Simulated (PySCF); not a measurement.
Te(I)(SMe) (CH₃ISTe), SMILES CS[Te]I.

Coordinates come from a B3LYP-D3(BJ)/def2-SVP optimisation. The structure was generated by enumeration, and PubChem lists no compound with its InChIKey, so it may never have been made. The def2 effective core potentials stand for the cores of I, Te; spin–orbit coupling is left out. Other conformers were not sampled.

Two levels are set side by side: TDA-PBE/def2-SVPD (PySCF) and TDA-PBE0/def2-SVPD (PySCF). Vertical, same geometry. The lowest singlet is HOMO→LUMO 100 % with PBE and HOMO→LUMO 99 % with the other functional; states are paired by order. Differences are taken from unrounded values.

| quantity | TDA-PBE0 |
|---|---|
| lowest singlet excitation (eV) | 2.15 |
| lowest triplet excitation (TDA) (eV) | 1.54 |
| first bright state (f over 0.05) (eV) | 4.87 |
| its oscillator strength | 0.06 |

### Question
What does TDA-PBE give, and how far is it from TDA-PBE0? (Estimate from the structure and the level; the computed values follow.)

### Answer

```csv
quantity,TDA-PBE,TDA-PBE minus TDA-PBE0
lowest singlet excitation (eV),2.02,-0.13
lowest triplet excitation (TDA) (eV),1.46,-0.08
first bright state (f over 0.05) (eV),4.22,-0.65
its oscillator strength,0.06,0.00
```

Functionals without exact exchange tend to place singlet excitations lower, as here. Differences between two approximate levels are no errors against the true value.

Rough cost on one machine, each run with all the roots and properties that it gave: TDA-PBE0 against TDA-PBE about 3 times.
